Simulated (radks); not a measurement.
The numbers below are computed, except where a source is named.
Species: Fe II. Configuration: [Ar] 3d6 4s1 (the NIST ground configuration). Level of theory: scalar-relativistic Kohn-Sham, PBE, spin-polarised, spherical densities, finite nucleus; open shells are filled with parallel spins first; Fermi nuclear charge, rms radius 3.7377 fm (a radial shooting solver on a logarithmic mesh with Libxc functionals).

Normalised radial functions P(r) = r R(r), r in bohr:

```
   r/bohr * 3s down, o 3p down (the largest magnitude, 1.24, reaches the edge; | marks zero, & curves that meet)
 0.002217                             o*
  0.00254                             o *
 0.002887                             o *
 0.003308                             o *
  0.00379                             o *
 0.004342                             o  *
 0.004934                             o  *
 0.005653                             o  *
 0.006477                             o   *
 0.007421                             o   *
 0.008502                             o    *
 0.009662                             o    *
  0.01107                             o     *
  0.01268                             |o    *
  0.01453                             |o     *
  0.01651                             |o     *
  0.01892                             |o     *
  0.02168                             | o     *
  0.02483                             | o     *
  0.02845                             | o     *
  0.03234                             |  o    *
  0.03705                             |   o   *
  0.04245                             |    o *
  0.04863                             |    o*
  0.05527                             |    *o
  0.06332                             |  *    o
  0.07255                             |*       o
  0.08312                           * |         o
  0.09523                         *   |          o
   0.1082                      *      |           o
    0.124                   *         |            o
   0.1421                 *           |            o
   0.1628               *             |            o
    0.185               *             |           o
   0.2119                *            |         o
   0.2428                  *          |     o
   0.2782                      *      | o
   0.3187                          o *|
   0.3622                     o       |    *
    0.415                o            |           *
   0.4754           o                 |                 *
   0.5447       o                     |                      *
   0.6191     o                       |                         *
   0.7093    o                        |                          *
   0.8126    o                        |                         *
    0.931       o                     |                      *
    1.067          o                  |                  *
    1.212             o               |             *
    1.389                 o           |         *
    1.591                     o       |     *
    1.823                        o    |   *
    2.072                          o  | *
    2.374                           o |*
     2.72                            o*
    3.116                             &
     3.57                             &
    4.057                             &
    4.648                             &
    5.325                             &
    6.101                             &
    6.934                             &
    7.945                             &
    9.102                             &
```

3s down: eigenvalue -99.641 eV, 2 radial nodes at r = 0.0762, 0.327 bohr, <r> = 0.812 bohr, 90 % of the charge inside 1.22 bohr. 3p down: eigenvalue -65.725 eV, 1 radial node at r = 0.297 bohr, <r> = 0.861 bohr, 90 % of the charge inside 1.33 bohr.
